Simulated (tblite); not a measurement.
Input of a run (GFN2-xTB geometry optimisation, gas phase (tblite 0.8.0)), started from a force field or distance geometry:
```
{"job": {"kind": "relax", "xc": "GFN2-xTB", "basis": "xTB"}, "charge": 0, "multiplicity": 1}
C     -3.338200     1.387400    -0.491500
C     -2.091200     1.224100    -0.844200
Si    -1.110000    -0.116700    -0.007700
O     -1.824100    -0.288700     1.546500
C     -1.426200    -1.656700    -0.906400
O     -0.518400    -2.367300    -1.236900
Si     0.975100     0.453300     0.254000
N      2.139900    -0.402100    -0.770600
Si     3.752600    -0.220500     0.022900
H     -3.939000     2.174700    -0.964500
H     -3.836100     0.785800     0.245100
H     -1.648100     1.864600    -1.594000
H     -1.605400    -1.201700     1.892300
H     -2.434200    -1.985700    -1.196200
H      1.132500     1.889400     0.051600
H      1.344800     0.137800     1.678700
H      1.908800    -1.410000    -0.930500
H      3.890300    -1.085600     1.197400
H      3.759100     1.183500     0.547400
H      4.862600    -0.355100    -0.906100
```

Output (eV, eV/Å):
```
step      E/eV     max force
  0    -768.28294    3.311
  1    -768.64287    1.350
  2    -768.73307    1.223
  3    -768.77967    0.764
  4    -768.84147    0.630
  5    -768.89788    0.646
  6    -768.95197    0.653
  7    -769.00504    0.669
  8    -769.04348    0.436
  9    -769.06787    0.313
 10    -769.08852    0.355
 11    -769.11264    0.442
 12    -769.13841    0.451
 13    -769.16394    0.318
 14    -769.18242    0.282
 15    -769.19410    0.209
 16    -769.20350    0.226
 17    -769.21138    0.236
 18    -769.21816    0.250
 19    -769.22547    0.191
 20    -769.23284    0.231
 21    -769.23885    0.214
 22    -769.24624    0.239
 23    -769.25323    0.170
 24    -769.25929    0.164
 25    -769.26393    0.160
 26    -769.26772    0.185
 27    -769.27122    0.144
 28    -769.27464    0.126
 29    -769.27798    0.130
 30    -769.28135    0.159
 31    -769.28471    0.157
 32    -769.28791    0.135
 33    -769.29075    0.124
 34    -769.29322    0.121
 35    -769.29571    0.145
 36    -769.29858    0.150
 37    -769.30221    0.200
 38    -769.30669    0.187
 39    -769.31154    0.175
 40    -769.31629    0.210
 41    -769.32141    0.277
 42    -769.32675    0.250
 43    -769.33170    0.233
 44    -769.33612    0.232
 45    -769.34046    0.147
 46    -769.34388    0.148
 47    -769.34721    0.141
 48    -769.35120    0.158
 49    -769.35431    0.164
 50    -769.35632    0.144
 51    -769.35783    0.116
 52    -769.35932    0.104
 53    -769.36092    0.097
 54    -769.36226    0.096
 55    -769.36339    0.090
 56    -769.36457    0.113
 57    -769.36643    0.127
 58    -769.36857    0.155
 59    -769.37017    0.104
 60    -769.37107    0.069
 61    -769.37179    0.067
 62    -769.37258    0.092
 63    -769.37347    0.092
 64    -769.37433    0.068
 65    -769.37512    0.062
 66    -769.37585    0.093
 67    -769.37650    0.086
 68    -769.37687    0.042
 69    -769.37706    0.027
 70    -769.37721    0.035
 71    -769.37739    0.047
 72    -769.37760    0.044
 73    -769.37783    0.029
 74    -769.37809    0.033
 75    -769.37838    0.042
 76    -769.37873    0.050
 77    -769.37912    0.046
 78    -769.37953    0.053
 79    -769.37988    0.042
 80    -769.38015    0.033
 81    -769.38037    0.037
 82    -769.38065    0.046
 83    -769.38103    0.052
 84    -769.38150    0.054
 85    -769.38195    0.054
 86    -769.38239    0.056
 87    -769.38284    0.050
 88    -769.38337    0.062
 89    -769.38382    0.053
 90    -769.38419    0.053
 91    -769.38451    0.054
 92    -769.38509    0.052
 93    -769.38581    0.063
 94    -769.38656    0.051
 95    -769.38699    0.055
 96    -769.38720    0.050
 97    -769.38738    0.041
 98    -769.38765    0.041
 99    -769.38798    0.038
100    -769.38831    0.026
101    -769.38844    0.026
102    -769.38852    0.027
103    -769.38864    0.027
104    -769.38879    0.028
105    -769.38899    0.036
106    -769.38919    0.036
107    -769.38935    0.040
108    -769.38947    0.038
109    -769.38958    0.026
110    -769.38971    0.031
111    -769.38984    0.027
112    -769.38997    0.038
113    -769.39007    0.029
114    -769.39018    0.034
115    -769.39029    0.023
116    -769.39046    0.025
117    -769.39058    0.027
118    -769.39082    0.038
119    -769.39100    0.030
120    -769.39110    0.025
121    -769.39114    0.015
122    -769.39117    0.012
123    -769.39120    0.011
124    -769.39124    0.017
125    -769.39128    0.020
126    -769.39132    0.020
127    -769.39136    0.019
128    -769.39142    0.014
129    -769.39146    0.016
130    -769.39149    0.014
131    -769.39153    0.013
132    -769.39156    0.016
133    -769.39159    0.013
134    -769.39160    0.012
135    -769.39162    0.014
136    -769.39164    0.016
137    -769.39167    0.018
138    -769.39173    0.025
139    -769.39181    0.028
140    -769.39191    0.034
141    -769.39201    0.033
142    -769.39211    0.027
143    -769.39221    0.027
144    -769.39235    0.029
145    -769.39253    0.039
146    -769.39277    0.044
147    -769.39299    0.041
148    -769.39317    0.034
149    -769.39332    0.051
150    -769.39347    0.036
151    -769.39361    0.029
152    -769.39374    0.026
153    -769.39381    0.027
154    -769.39389    0.032
155    -769.39400    0.034
156    -769.39413    0.033
157    -769.39426    0.029
158    -769.39440    0.032
159    -769.39458    0.038
160    -769.39479    0.043
161    -769.39498    0.036
162    -769.39512    0.026
163    -769.39523    0.033
164    -769.39537    0.034
165    -769.39565    0.052
166    -769.39598    0.053
167    -769.39624    0.033
168    -769.39635    0.076
169    -769.39649    0.026
170    -769.39660    0.022
171    -769.39672    0.027
172    -769.39680    0.018
173    -769.39690    0.018
174    -769.39696    0.018
175    -769.39703    0.019
176    -769.39711    0.021
177    -769.39719    0.019
178    -769.39727    0.024
179    -769.39734    0.028
180    -769.39741    0.019
181    -769.39748    0.018
182    -769.39754    0.018
183    -769.39760    0.026
184    -769.39767    0.029
185    -769.39776    0.028
186    -769.39785    0.024
187    -769.39792    0.023
188    -769.39798    0.023
189    -769.39804    0.024
190    -769.39812    0.032
191    -769.39821    0.032
192    -769.39827    0.018
193    -769.39830    0.015
194    -769.39833    0.011
195    -769.39835    0.010
```

Task: Summarise the run.

Result: The energy falls by 107.6 kJ/mol over 195 L-BFGS steps, the largest force on an atom goes from 3.31 to 0.010 eV/Å, and the atoms move by 0.645 Å rms after alignment. The bond that changes most is Si3–Si7 (oxygen-bound silicon to SiH2 silicon), which lengthens by 0.127 Å. Bonds longer at the end by more than 0.005 Å: 8 of 19; shorter: 8. Among the angles that change most is Si7–N8–Si9, from 106.5° to 128.7°. Among the dihedrals that turn most is H17–N8–Si9–H20, from 79° to 19°. The energy never rose by more than 1e-5 eV on the way. The first step brought 32 % of the lowering.

Task: What are the final bond lengths?

Result: C1=C2 1.324 Å, C2–Si3 1.885 Å, Si3–O4 1.638 Å, Si3–C5 1.930 Å, C5=O6 1.210 Å, Si3–Si7 2.304 Å, Si7–N8 1.725 Å, N8–Si9 1.732 Å, C1–H10 1.080 Å, C1–H11 1.077 Å, C2–H12 1.084 Å, O4–H13 0.953 Å, C5–H14 1.115 Å, Si7–H15 1.470 Å, Si7–H16 1.482 Å, N8–H17 1.010 Å, Si9–H18 1.468 Å, Si9–H19 1.463 Å, Si9–H20 1.461 Å. Numbering counts from 1 in the input's order; the species is `C([Si@](C=O)(O)[SiH2]N[SiH3])=C`.

Hardware: Arm Neoverse N1, one thread (shared host). Cost: 3.7 s wall.

Its GFN2-xTB frequencies are all real (lowest 19 cm⁻¹). The numbers are those of one conformer. 3 starts were optimised and ended at 0.00, 0.63 and 1.13 kcal/mol (GFN2-xTB); the lowest of these is shown.

The numbers are calculated, not measured.
